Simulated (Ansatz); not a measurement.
Basis sets compared for [Si5]2- (Si5²⁻). The state is a singlet with charge -2. Geometry r2SCAN-D4/def2-SVPD. Ansatz on 4 threads of Arm Neoverse V2 on a shared host; times are rough, and most runs start from earlier orbitals.

```xyz
5

Si    1.4387   -1.1258   -0.4326
Si   -0.1224    0.3890   -1.4198
Si    0.8762    0.7719    0.9048
Si   -0.7539   -1.1612    0.5152
Si   -1.4385    1.1261    0.4325
```

A multiply charged anion in the gas phase is held together partly by the finite basis. Removing one electron lowers the energy by 1.26 eV at PBE0-D4/def2-TZVPD, so it isn't bound. At PBE-D4/def2-SVPD, PBE-D4/def2-TZVPD, PBE0-D4/def2-SVPD, PBE0-D4/def2-TZVPD the highest occupied level of the charge -2 singlet lies above zero (up to 3.50 eV). By energy differences it is unbound by 1.26 eV (vertical, against the charge -1 doublet, at PBE0-D4/def2-TZVPD) and held by the finite basis.

```tsv
level	functions	energy (Eh)	HOMO (eV)	LUMO (eV)	wall time
PBE-D4/def2-SVPD	120	-1446.2808	3.50	6.15	1.2 s
PBE0-D4/def2-SVPD	120	-1446.3979	2.76	6.75	1.7 s
```

Q: Estimate the rows for PBE-D4/def2-TZVPD (with forces), PBE0-D4/def2-TZVPD.

A: 
```csv
level,functions,energy (Eh),HOMO (eV),LUMO (eV),wall time
PBE-D4/def2-TZVPD (with forces),215,-1446.7790,3.30,5.78,2.9 s
PBE0-D4/def2-TZVPD,215,-1446.8909,2.60,6.27,4.1 s
```
